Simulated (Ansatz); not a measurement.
The first iterations of a band of AlBrClH3 (6 atoms, charge 0, multiplicity 1).

Theory: Ansatz, RKS PBE-D4/def2-SVP.

```yaml
movable_images: 7
climbing_image: yes
spring: 5.0 eV/Å²
optimiser: quadratic models (default)
start_path: through a guess of the saddle point
force_threshold: 0.03 eV/Å
iteration_limit: 6
end_points: relaxed
```

Image 0:

```xyz
6
Properties=species:S:1:pos:R:3
Al 0.010 -0.077 0.101
Cl 0.005 0.373 2.257
H 1.423 0.098 -0.605
H -1.419 0.003 -0.592
Br 0.096 -2.696 0.863
H 0.062 -1.729 1.993
```

Image 8:

```xyz
6
Properties=species:S:1:pos:R:3
Al 0.019 -0.423 -0.086
Cl 0.010 0.121 2.396
H 1.422 0.144 -0.570
H -1.421 0.053 -0.561
Br 0.094 -2.691 0.622
H 0.053 -1.232 2.215
```

| iteration | highest image above the first end (eV) | largest band force component (eV/Å) |
| --- | --- | --- |
| 1 | 0.638 | 1.875 |
| 2 | 0.209 | 0.821 |

Task: Does the band converge within its limit, and where does its top end?

Result: The forces met the threshold. It ended after 6 iterations with the highest image 0.017 eV above the first end. Another band between the same ends (7 images) ends at a top of the same energy, where a vibrational analysis finds 1 clearly imaginary mode. The orbitals stay closed-shell, which can raise the energy where a bond breaks towards radicals; this wasn't checked here.

Time of the run: 2.1 min on 1 thread of Arm Neoverse V1, with other jobs on the host, peak memory 0.12 GiB.
